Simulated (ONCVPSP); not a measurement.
**Configuration tests for Zr (Z = 40) (ONCV)**

```json
{
 "Element": "zirconium (Zr)",
 "Generator": "ONCVPSP 4.0.1",
 "Type": "optimised norm-conserving Vanderbilt (ONCV)",
 "Functional": "LDA (Perdew-Zunger)",
 "Relativity": "scalar-relativistic",
 "Frozen core": "[Ar] 3d10",
 "Valence charge": "12",
 "Reference configuration": "4s2 4p6 4d2 5s2",
 "Partial waves": "4s+5s: rc 2.20 bohr, ncon 4, nbas 9, qcut 7 1/bohr, 2 projectors; 4p: rc 1.90 bohr, ncon 3, nbas 7, qcut 7.1 1/bohr, 1 projector; 4d: rc 2.65 bohr, ncon 4, nbas 9, qcut 5.1 1/bohr, 1 projector",
 "Local potential": "polynomial inside 1.85 bohr (lpopt 4, dvloc0 6 Ha)",
 "Core correction": "polynomial model core, fcfact 0.4"
}
```

Energies are relative to the spin-unpolarised reference configuration 4s2 4p6 4d2 5s2; without spin polarisation the order of configurations can differ from experiment.

```
valence configuration  charge  ΔE all-electron (eV)  error AE − PS (meV)
      4s2 4p6 4d2 5s1      +1                 7.352                 -1.9
      4s2 4p6 4d2 5s0      +2                20.593                  -10
      4s2 4p6 4d1 5s0      +3                43.414                 +4.9
```

(1) What are ΔE and the potential's error for 4s2 4p6 4d2 5s1.5?

Results:

(1) ΔE = 2.971 eV all-electron; the error (AE − PS) is -0.6 meV.
